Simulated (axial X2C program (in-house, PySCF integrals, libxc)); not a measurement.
# NbGe: bond constants with and without spin–orbit coupling

Computed with an in-house all-electron X2C program for linear molecules (integrals from PySCF). Spin-free means the one-electron spin-free X2C Hamiltonian; two-component (2c) means X2C with spin–orbit coupling and atomic mean-field two-electron Coulomb and Gaunt terms, so the difference of the two also holds small scalar two-electron terms. Basis: Nb dyall-cv3z [11s12p9d5f3g], Ge dyall-cv3z [9s9p7d4f1g] (cores contracted in-house); Gaussian nuclei, density fitting, unrestricted open shells. Masses: Nb 92.906 u, Ge 73.921 u.

Input file and command:
```json
{
 "zs": [
  41,
  32
 ],
 "q": 0,
 "bas": [
  "dyall-cv3z",
  "dyall-cv3z"
 ],
 "levels": [
  "PBE0",
  "HF",
  "B97-3"
 ],
 "cc": true,
 "r0": 2.68,
 "thr": -1.0,
 "nmax": 90,
 "npts": 10,
 "nst": 2,
 "ntry": 6
}
```
```bash
python so2c.py task.json out
```

Keys: zs atomic numbers; q charge; bas basis sets; levels methods; cc coupled cluster on or off; r0 starting distance in Å; thr threshold in hartree for freezing inner shells (an s shell follows its p shell); nmax most natural virtual spinors; npts points on the curve; nst determinants followed; ntry starts of the search. HF also brings MP2.

State, spin-free: M_S = 5/2, Λ = 0 (beyond evenly filled blocks: σα, π+α, π-α, δ+α, δ-α); electrons by block: σα: 17, σβ: 16, π+α: 8, π+β: 7, π-α: 8, π-β: 7, δ+α: 3, δ+β: 2, δ-α: 3, δ-β: 2. Fragments: Nb + Ge.

State, 2c: Ω = 5/2 (⟨Sz⟩ = 2.50, ⟨Lz⟩ = 0.00 at HF); electrons by block: 1/2: 24, -1/2: 24, 3/2: 10, -3/2: 10, 5/2: 3, -5/2: 2. Fragments: Nb + Ge.

```
Hamiltonian    level  Re (Å)  ωe (cm⁻¹)  ωexe (cm⁻¹)  Be (cm⁻¹)  αe (cm⁻¹)  De (eV)  μ (D)
  spin-free     PBE0   2.493      273.6        0.607     0.0659   0.000199     2.42  -2.87
  spin-free       HF   2.621      205.8        0.586    0.05963   0.000244    0.533  -3.15
  spin-free     CCSD   2.495      274.3        0.692     0.0658   0.000222     2.04    n/a
  spin-free  CCSD(T)   2.506      268.3        0.611    0.06519   0.000214     2.30    n/a
  spin-free    B97-3   2.518      265.2        0.589    0.06459   0.000198     2.69  -2.38
         2c       HF   2.621      205.5        0.588    0.05962   0.000244      n/a  -3.15
         2c     CCSD   2.495      273.2        0.666     0.0658   0.000222      n/a    n/a
         2c  CCSD(T)   2.507      266.6        0.567    0.06516   0.000213      n/a    n/a
```

Correlated methods: 9 electrons correlated (number of frozen shells: Nb 4 s, 3 p, 1 d; Ge 3 s, 2 p, 1 d), 331 virtual spin orbitals or spinors in MP2, 90 natural virtuals in coupled cluster.

Dipoles are positive if Ge is the positive end.

One determinant describes the state; a PBE0 search over occupations chose it and may have missed a lower one. De is counted from the lowest determinant-based energies of the atoms at the same level, without counterpoise correction. De is not given where an atomic determinant may have missed its ground term or J level, or where the truncated virtual space spoils (T). CCSD and (T) use frozen natural virtuals with an MP2 correction for the truncation; (T) itself is uncorrected, so its De runs slightly low. Other states lie close and PBE0, whose exact exchange favours high spin, may order them wrongly; the determinant shown need not be the ground state. The nearest other spin-free determinant of the search, M_S = 3/2, Λ = 3, lies 0.42 eV up at the distance of the search. With several unpaired electrons one determinant need not be a pure state. The outer-core s and p shells of the metal are frozen in the correlated rows, which leaves out core–valence correlation; for alkali and alkaline-earth bonds that tends to lengthen them. This is the top spin component of a Σ state; components of lower Ω are not single determinants and can lie lower. The determinant is spin-polarised beyond a pure state at some levels (its spin-free form has ⟨S²⟩ too high), which makes Re and μ there less reliable. The T1 diagnostic is large, a sign of multireference character. With the outer-core shells frozen, correlated bond lengths of heavy atoms tend to come out a few hundredths of an ångström too long.

No reliable constants came from B97-3 (2c), MP2 (2c), MP2 (spin-free), PBE0 (2c): no minimum in range, unconverged points, a curve that is not smooth, a change of character along it, or the two Hamiltonians disagreeing along it.

Rough cost a point (2c) on 1 thread(s) of a shared host, integrals apart: HF 1.7 s, CCSD(T) 6 s.

The whole task took 4.9 min on 1 thread of Arm Neoverse V1, on a shared host.
